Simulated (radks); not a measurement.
Problem. These are the eigenvalues of the occupied orbitals of an atom or ion with whole-number occupations (eV). All-electron calculation, scalar-relativistic Kohn-Sham, r2SCAN, spin-polarised, spherical densities, finite nucleus; meta-GGA in the generalised Kohn-Sham scheme; Fermi nuclear charge, rms radius of each element as measured or else 0.836 A^(1/3) + 0.57 fm. Program: a radial shooting solver on a logarithmic mesh with Libxc functionals.

orbital  eigenvalue
1s up     -5410.552
1s down   -5410.369
2s up     -637.3084
2s down   -636.6305
2p up     -535.1065
2p down   -534.4620
3s up      -96.9679
3s down    -95.0870
3p up      -69.0234
3p down    -67.1342
3d up      -26.6520
4p up      -11.5108

Which element is it, and in what charge state? The configuration may be excited. Open shells, if any, are filled with parallel spins first.

Solution. Z = 23, vanadium, charge +1: V+ in [Ar] 3d1 4p3. The list shows which subshells hold electrons but not how many an open one holds; the 1s level, -198.83 hartree, gives Z - s = 19.9 by -(Z - s)^2/2, which with screening and relativity narrows Z to a few neighbours, and the depths of the outer levels then fix element, charge and occupations together.
